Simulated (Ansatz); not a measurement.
`[BH2][SnH2][SiH3]` + `[OH][AlH2]` → `[AlH2][O][SnH2][SiH3]` + BH₃ at 500 K and 1 bar (cleavage of the Sn–B bond).

Calculated with Ansatz (gas phase, PBE0-D4/def2-TZVP geometries, no zero-point term in ΔE). CCSD(T)/CBS is the MP2 limit (def2-TZVPP, def2-QZVPP) plus CCSD(T) − MP2 in def2-TZVPP, frozen cores. This one scheme is used for every species. Elements past krypton have def2 core potentials. For Sn outer-core shells are correlated without core-valence functions, which leaves a few kJ/mol of doubt a bond. Each species was taken in one conformer, which may not be the lowest.

```
                species  CCSD(T)/CBS energy (Eh)  H − E (kJ/mol)  S (J/(mol·K))
    `[BH2][SnH2][SiH3]`               -532.05307           200.4          430.3
           `[OH][AlH2]`               -319.03157            95.7          286.7
`[AlH2][O][SnH2][SiH3]`               -824.54542           204.5          490.6
                    BH₃                -26.55200            86.8          208.8
```

H − E and S are ideal-gas, rigid-rotor, harmonic terms from PBE0-D4/def2-TZVP, for one conformer and one mirror image of each species. 1 Eh = 2625.50 kJ/mol, R = 8.31446 J/(mol·K).

Problem. By hand: ΔE, ΔH, ΔS and ΔG.

Solution. ΔE = (-824.54542) + (-26.55200) − (-532.05307) − (-319.03157) = -0.01278 Eh = -33.6 kJ/mol. Δ(H − E) = 204.5 + 86.8 − 200.4 − 95.7 = -4.8, so ΔH = -38.4 kJ/mol. ΔS = 490.6 + 208.8 − 430.3 − 286.7 = -17.6 J/(mol·K). ΔG = -38.4 − 500 × (-17.6)/1000 = -29.6 kJ/mol.

Problem. By hand: the equilibrium constant, and the temperature at which ΔG would vanish if ΔH and ΔS stayed fixed.

Solution. log₁₀ K = −ΔG/(RT ln 10) = 3.1. ΔG = 0 at ΔH/ΔS = 2182 K, though so small a ΔS makes that figure unsure.

ΔH outweighs TΔS. A doubt of 5 kJ/mol in ΔE shifts log₁₀ K by 0.5 here. Other conformers and mirror images would add mixing entropy, several J/(mol·K) or more a flexible species. Modes under 60 cm⁻¹, often nearly free rotors, make the harmonic entropy too high. These are equilibria of isolated gas molecules and say nothing of rates. Largest T1 diagnostic: 0.014 (customary marks: 0.02 for closed shells, 0.045 for open ones).
